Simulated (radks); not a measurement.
Results of a calculation; reference values are marked as such.
The nuclear charge of neutral calcium is varied continuously with 20 electrons held in [Ar] 4s2. Level of theory: non-relativistic Kohn-Sham, PBE, spin-polarised, spherical densities, point nucleus (a radial shooting solver on a logarithmic mesh with Libxc functionals). By the Hellmann-Feynman theorem dE/dZ = E(electron-nucleus)/Z, the electronic potential at the nucleus.

Z      E (hartree)  E(electron-nucleus)/Z (hartree)  HOMO  e(HOMO) (eV)  <r> HOMO (bohr)
19.75   -657.46338                         -78.9036    4s        -2.290            4.386
20      -677.34882                         -80.1793    4s        -3.753            4.036
20.25   -697.55280                         -81.4521    4s        -5.395            3.758
20.5    -718.07465                         -82.7225    4s        -7.199            3.531
20.75   -738.91388                         -83.9911    4s        -9.157            3.338
21      -760.07007                         -85.2582    4s       -11.260            3.173

The central difference of E at Z = 20 is -80.179 hartree, to compare with the third column; the second derivative is -5.1 hartree.
